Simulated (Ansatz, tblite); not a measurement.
Forces on the cluster Be2Te2 at its PBE0-D4/def2-TZVP geometry. Total charge 0; singlet.

In the def2 sets Te takes a core potential; there is no spin–orbit coupling. The xTB rows come from tblite. The restricted singlet is unstable towards broken spin symmetry in Hartree–Fock (as tested in another run); at PBE-D4/def2-TZVP this wasn't settled. At PBE-D4/def2-TZVP an occupied level lies above an empty one. Another isomer (singlet) lies 3.16 eV lower at PBE0-D4/def2-TZVP; other spin states weren't run for this one.

GFN1-xTB (tblite), largest force 1.64 eV/Å:

```xyz
4
positions Å, forces eV/Å
Be   -0.714    0.353    0.003    0.893   -0.430    0.844
Be    2.169   -1.077   -0.331    0.470   -0.234   -0.155
Te    0.934   -0.444    1.373   -0.074    0.038    0.116
Te   -2.389    1.167   -1.046   -1.289    0.626   -0.805
```

GFN2-xTB (tblite), largest force 0.89 eV/Å:

```
Be -0.351 0.173 -0.065
Be -0.299 0.157 0.664
Te 0.471 -0.242 -0.710
Te 0.180 -0.088 0.112
```

PBE-D4/def2-TZVP (Ansatz), largest force 0.34 eV/Å:

```
Be 0.214 -0.104 0.121
Be 0.142 -0.072 -0.123
Te -0.082 0.043 0.146
Te -0.273 0.133 -0.144
```
